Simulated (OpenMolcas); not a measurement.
## How basis sets differ on SiCl3 (SMILES Cl[Si](Cl)Cl)

SiCl3 has 4 atoms, charge 0, and is taken as a doublet. As SMILES, `Cl[Si](Cl)Cl`. The coordinates come from a PBE0-D4/def2-TZVP relaxation.

Each level gives the dipole moment (D). The values are calculated.

| level | kind | program | value (D) | CPU time |
| --- | --- | --- | --- | --- |
| UHF/STO-3G | Hartree–Fock | OpenMolcas | 2.52 | 2.2 s |
| UHF/3-21G | Hartree–Fock | OpenMolcas | 2.00 | 2.8 s |
| UHF/def2-SVP | Hartree–Fock | OpenMolcas | 1.09 | 5 s |
| UHF/aug-cc-pVDZ | Hartree–Fock | OpenMolcas | 0.87 | 14 s |
| UHF/cc-pVTZ | Hartree–Fock | OpenMolcas | 0.84 | 42 s |

The values span 0.84 to 2.52 D. Magnitudes only: a small dipole may point the other way at some levels. Sets without polarisation functions give poor dipoles. Without the sets that lack polarisation functions the rows with a basis span only 0.84 to 1.09 D. Times are those of the runs behind each value, whatever else they computed, on shared processors of several kinds: orders of magnitude only.
